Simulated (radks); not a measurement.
Problem. The table gives one normalised radial function P(r) = r R(r) of Ga4+ in [Ar] 3d9 (r in bohr). Calculated with a radial shooting solver on a logarithmic mesh with Libxc functionals: scalar-relativistic Kohn-Sham, PBEsol, spin-unpolarised, spherical densities, finite nucleus; Fermi nuclear charge, rms radius 3.9973 fm.

r,P
0.002935,0.0083
0.004173,0.0160
0.005934,0.0306
0.008437,0.0583
0.01209,0.1111
0.0172,0.2048
0.02445,0.3665
0.03477,0.6283
0.04983,1.0241
0.07085,1.5150
0.1007,1.9925
0.1433,2.2301
0.2053,1.9923
0.292,1.3180
0.4151,0.5819
0.5903,0.1488
0.8461,0.0172
1.203,0.0008
1.711,0.0000
2.432,0.0000

Which n and l does it have? It may be an empty orbital.

Solution. n = 2, l = 1: the number of nodes gives n - l - 1 = 0, the rise at small r (about r^(l+1)) gives l, and the extent must fit the shell. The curve is that of 2p. 2p: eigenvalue -1157.8 eV, 0 radial nodes, <r> = 0.191 bohr, 90 % of the charge inside 0.312 bohr.
